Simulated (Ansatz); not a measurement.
`O[Si](F)(Cl)Br` + HCl → `O[Si](F)(Cl)Cl` + HBr at 500 K and 1 bar (ligand exchange at the Si–Br bond).

Program: Ansatz. Geometries: PBE0-D4/def2-TZVP. ΔE: electronic, gas phase. CCSD(T)/CBS adds triple-zeta CCSD(T) − MP2 to the extrapolated MP2 energy (def2 sets, frozen cores). This one scheme is used for every species. For Br outer-core shells are correlated without core-valence functions, which leaves a few kJ/mol of doubt a bond. Scalar relativity is left out up to krypton. Each species was taken in one conformer, which may not be the lowest.

| species | CCSD(T)/CBS energy (Eh) | H − E (kJ/mol) | S (J/(mol·K)) |
| --- | --- | --- | --- |
| `O[Si](F)(Cl)Br` | -3497.97222 | 94.5 | 406.4 |
| HCl | -460.38127 | 32.5 | 201.9 |
| `O[Si](F)(Cl)Cl` | -1384.43664 | 95.1 | 392.9 |
| HBr | -2573.91920 | 30.5 | 213.7 |

H − E and S are ideal-gas, rigid-rotor, harmonic terms from PBE0-D4/def2-TZVP, for one conformer and one mirror image of each species. 1 Eh = 2625.50 kJ/mol, R = 8.31446 J/(mol·K).

**Question.** By hand: ΔE, ΔH, ΔS and ΔG.

**Answer.** ΔE = (-1384.43664) + (-2573.91920) − (-3497.97222) − (-460.38127) = -0.00235 Eh = -6.2 kJ/mol. Δ(H − E) = 95.1 + 30.5 − 94.5 − 32.5 = -1.4, so ΔH = -7.6 kJ/mol. ΔS = 392.9 + 213.7 − 406.4 − 201.9 = -1.7 J/(mol·K). ΔG = -7.6 − 500 × (-1.7)/1000 = -6.8 kJ/mol.

**Question.** By hand: the equilibrium constant, and the temperature at which ΔG would vanish if ΔH and ΔS stayed fixed.

**Answer.** log₁₀ K = −ΔG/(RT ln 10) = 0.7. ΔG = 0 at ΔH/ΔS = 4471 K, far beyond where these terms or the molecules hold.

The number of gas molecules stays the same, so ΔS is small and ΔH decides. A doubt of 5 kJ/mol in ΔE shifts log₁₀ K by 0.5 here. Other conformers and mirror images would add mixing entropy, several J/(mol·K) or more a flexible species. These are equilibria of isolated gas molecules and say nothing of rates. Largest T1 diagnostic: 0.010 (customary marks: 0.02 for closed shells, 0.045 for open ones).
